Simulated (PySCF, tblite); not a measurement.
Isomers of C6H5ClO2. All values are computed: GFN2-xTB (tblite) harmonic vibrations without scaling, gas phase. Errors from tens to a few hundred cm⁻¹ against measured bands are possible. One conformer each.

Electronic energies: PBE0/pcSseg-1 single points on the GFN2-xTB geometries (PySCF, gas phase).

```
                 SMILES  electronic energy, lowest = 0 (kJ/mol)
        Cc1ccc(Cl)oc1=O                                     7.1
        Cc1ccoc1C(=O)Cl                                     8.6
      Cc1ccc(C(=O)Cl)o1                                     0.0
C[C@H]1C(=O)C=C(Cl)C1=O                                    27.9
      Cc1coc(C(=O)Cl)c1                                    13.2
```

Problem. How do GFN2-xTB zero-point energies change the relative energies?

Solution. 
```tsv
SMILES	ZPE (kJ/mol)	of it from modes above 1550 cm⁻¹	electronic (kJ/mol)	with ZPE, lowest = 0 (kJ/mol)	lowest mode (cm⁻¹)	rings
Cc1ccc(C(=O)Cl)o1	250.7	112.6	0.0	0.0	51	1
Cc1ccc(Cl)oc1=O	249.9	112.1	7.1	6.3	68	1
Cc1ccoc1C(=O)Cl	250.8	112.4	8.6	8.7	20i	1
Cc1coc(C(=O)Cl)c1	251.1	112.7	13.2	13.6	55	1
C[C@H]1C(=O)C=C(Cl)C1=O	249.4	121.8	27.9	26.6	27	1
```

The zero-point energies span 1.7 kJ/mol, from `C[C@H]1C(=O)C=C(Cl)C1=O` to `Cc1coc(C(=O)Cl)c1`. Slightly imaginary modes are left out of the zero-point energy: `Cc1ccoc1C(=O)Cl` 19.7i cm⁻¹. The order is unchanged.

Problem. And how do the electronic energies of GFN2-xTB itself compare?

Solution. `Cc1ccc(C(=O)Cl)o1` 0.0; `Cc1ccc(Cl)oc1=O` 9.7; `Cc1ccoc1C(=O)Cl` 0.9; `Cc1coc(C(=O)Cl)c1` 7.0; `C[C@H]1C(=O)C=C(Cl)C1=O` 87.2 kJ/mol, lowest = 0. Against the energies above, taken from the same isomer `Cc1ccc(C(=O)Cl)o1`, the largest difference is 59.3 kJ/mol.

Problem. What do entropy and thermal enthalpy add at 298.15 K and 1 bar (rigid rotor, harmonic oscillator, one conformer each)?

Solution. 
```tsv
SMILES	point group	symmetry number	S (J/(mol K))	H − H(0) (kJ/mol)	ZPE + H − H(0) − TS (kJ/mol)
Cc1ccc(C(=O)Cl)o1	Cs	1	393.8	25.25	158.6
Cc1ccc(Cl)oc1=O	Cs	1	382.7	24.67	160.5
Cc1coc(C(=O)Cl)c1	Cs	1	392.2	25.18	159.4
C[C@H]1C(=O)C=C(Cl)C1=O	C1	1	392.8	25.34	157.6
```

Not tabulated: `Cc1ccoc1C(=O)Cl` (lowest mode only 20i cm⁻¹).
